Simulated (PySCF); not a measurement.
Excitations are Tamm–Dancoff values on a coarser integration grid. The basis has no diffuse functions, so Rydberg states are missing or too high.

Cartesian coordinates (Å):
```xyz
7

N      1.0940    -0.0660    -0.0515
Si    -0.5976    -0.1767     0.1280
Cl    -1.6702     1.4763    -0.5530
H      1.6358     0.5448     0.5401
H      1.5214    -0.1672    -0.9591
H     -0.9087    -0.2907     1.5629
H     -1.0748    -1.3205    -0.6674
```
Charge 0, multiplicity 1.

Predict the HOMO–LUMO gap, LUMO, T1 excitation (TDA), HOMO and S1–T1 gap (TDA) from PySCF with PBE-D3(BJ)/def2-TZVP // B3LYP-D3(BJ)/def2-TZVP.


| Quantity | Value |
|---|---|
| HOMO–LUMO gap | 6.14 eV |
| LUMO | -0.45 eV |
| T1 excitation (TDA) | 5.92 eV |
| HOMO | -6.59 eV |
| S1–T1 gap (TDA) | 0.43 eV |
